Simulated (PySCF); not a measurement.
Distorted geometries of Pb(CH3)2

Pb(CH3)2 (singlet). PySCF 2.14.0, RKS TPSS, Pb def2-SVP with ECP60, C def2-SVP, H def2-SVP; non-relativistic Hamiltonian with scalar-relativistic core potentials where named; density fitting; no spin-orbit coupling. Relaxed geometry:

```xyz
9

Pb    0.0000    0.0000   -0.7902
C     1.6710    0.0000    0.8438
H     2.6840    0.0000    0.4060
H     1.5480    0.8936    1.4849
H     1.5480   -0.8936    1.4849
C    -1.6710    0.0000    0.8438
H    -2.6840    0.0000    0.4060
H    -1.5480   -0.8936    1.4849
H    -1.5480    0.8936    1.4849
```

Order these distorted geometries by energy above the relaxed one, lowest first.
A.
```xyz
9

Pb    0.0247    0.0278   -0.8034
C     1.6402    0.0523    0.8261
H     2.6877   -0.1218    0.4049
H     1.5738    0.9352    1.4845
H     1.4990   -0.8598    1.4983
C    -1.6956    0.0023    0.8335
H    -2.7290   -0.0566    0.3537
H    -1.5432   -0.9134    1.5266
H    -1.4574    0.9339    1.5245
```
B.
```xyz
9

Pb    0.0390   -0.1022   -0.9016
C     1.4020   -0.0875    0.8757
H     2.6913   -0.0273    0.3595
H     1.7368    0.8189    1.7107
H     1.3803   -0.6958    1.3471
C    -1.6763    0.0197    0.7536
H    -2.5161   -0.0175    0.4287
H    -1.5030   -0.9914    1.4645
H    -1.5540    1.0830    1.6107
```
C.
```xyz
9

Pb    0.1032   -0.2013   -0.6377
C     1.5912    0.1449    0.7100
H     2.7984    0.2688    0.4095
H     1.5797    0.8984    1.4347
H     1.5050   -1.0607    1.5208
C    -1.8500    0.0060    0.9764
H    -2.6954    0.1138    0.3092
H    -1.4730   -0.9240    1.4601
H    -1.5591    0.7540    1.4660
```

A (0.28 eV), C (3.02 eV), B (7.29 eV).

Which forces (eV/Å) act in the one that lies 7.29 eV up?


```
Pb   -0.92   0.39   0.41
C     7.25  27.90 -17.78
H    -3.50  -0.76   1.30
H    -1.73  -1.70  -2.30
H    -1.01 -25.66  18.98
C    12.14   0.85   7.92
H   -11.60  -0.28  -4.30
H    -0.32   2.47  -1.57
H    -0.30  -3.22  -2.65
```
Forces carry noise of the integration grid, about 0.01 to 0.03 eV/Å.

No frequency check is given that shows the relaxed geometry to be a minimum.
